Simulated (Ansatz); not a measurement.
GeI₂. Charge 0, multiplicity 5. Geometry B3LYP-D4/def2-TZVP; atoms count from 1.

```xyz
3

Ge    0.000   -0.001    0.000
I    -2.086   -1.438    1.083
I     2.086    1.439   -1.083
```

In the def2 sets I takes a core potential; there is no spin–orbit coupling. At PBE0-D4/def2-TZVP a singlet of charge 0 lies 5.33 eV below the quintet, each at its own geometry. The structure comes from a short search, and lower isomers may exist.

Problem. Estimate the Mulliken populations from the PBE0/def2-TZVP orbitals of Ansatz.

Solution. 
| atom | charge (e) | spin (α − β) |
| --- | --- | --- |
| Ge1 | -0.12 | 2.20 |
| I2 | 0.06 | 0.90 |
| I3 | 0.06 | 0.90 |
Mulliken values and Mayer orders depend strongly on the basis.

Problem. Where does the spin sit?

Solution. Summed by element: Ge 2.20, I 1.80, of 4 unpaired in all. Largest on single atoms: Ge1 2.20, I2 0.90, I3 0.90.

Problem. And the Mayer bond orders between bonded heavy atoms (over 0.3)?

Solution. Ge1–I2 0.68 (2.76 Å); Ge1–I3 0.68 (2.76 Å). Values over 0.3 also appear between atoms too far apart for a bond (I2–I3 0.60 at 5.51 Å); they arise where an orbital or an unpaired electron spreads over both atoms.
